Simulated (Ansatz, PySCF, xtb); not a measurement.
Complex: HCl (SMILES Cl) (first 2 atoms) with H2Se (SMILES [SeH2]); geometry from B3LYP-D3(BJ)/def2-TZVP, rigid monomers moved along the line of their centres of mass till H2···Se3 is 2.89 Å.
(charge 0, multiplicity 1):
```xyz
5

Cl     0.27390    -0.68935    -0.39335
H      0.13762    -0.22667     0.81355
Se    -0.06189     0.67223     3.55333
H      1.37390     0.41700     3.74547
H     -0.39796    -0.69264     3.98667
```

Interaction energies are E(AB) − E(A) − E(B) at the monomers' geometry in the complex; basis-set methods are counterpoise corrected. Rows marked so take none.

Rows in 3-21G carry no dispersion term and start afresh at each structure; the Pople sets are all-electron and without relativity.

Run with Ansatz (a quantum-chemistry and plane-wave program) with Gaussian orbitals; PySCF for 3-21G rows, the dispersion terms; xtb for the GFN methods. Values without a source in brackets are computed.

Question: One of these levels gives -102.5 meV for the interaction energy. Which one is it?
A. GFN2-xTB
B. B3LYP/def2-TZVPPD
C. B3LYP/3-21G (no counterpoise)
D. B3LYP-D3(BJ)/def2-TZVPPD

Answer: B, B3LYP/def2-TZVPPD. The others give -89.2 (GFN2-xTB), -176.7 (B3LYP/3-21G (no counterpoise)), -151.2 (B3LYP-D3(BJ)/def2-TZVPPD)
